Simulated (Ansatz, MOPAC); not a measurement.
Species: GeCl2 (charge 0, singlet). SMILES: [Cl][Ge][Cl]

Atoms: Ge1, Cl2, Cl3. Bonds: Ge1-Cl2, Ge1-Cl3.

Bond lengths (Å) and angles (degrees) optimised at PM3 with MOPAC; MNDO with MOPAC; PBE/6-31G* with LANL2DZ past Ar with Ansatz (an electronic-structure program); B3LYP/LANL2DZ with Ansatz, each started from the B3LYP-D3(BJ)/def2-TZVP structure (Ansatz) of the last column. A row stands for all coordinates that are equal there. 6-31G* holds six Cartesian d functions. No wavenumbers were computed at MNDO, PBE/6-31G* with LANL2DZ past Ar, B3LYP/LANL2DZ, so these may be saddle points.

```csv
coordinate,PM3,MNDO,PBE/6-31G* with LANL2DZ past Ar,B3LYP/LANL2DZ,B3LYP-D3(BJ)/def2-TZVP
Ge1-Cl2,1.988,2.205,2.259,2.304,2.205
Cl2-Ge1-Cl3,179.9,104.1,100.7,101.1,100.4
```

Mean signed difference of all 2 bond lengths from B3LYP-D3(BJ)/def2-TZVP: PM3 -0.217 Å, MNDO 0.000 Å, PBE/6-31G* with LANL2DZ past Ar 0.055 Å, B3LYP/LANL2DZ 0.100 Å.
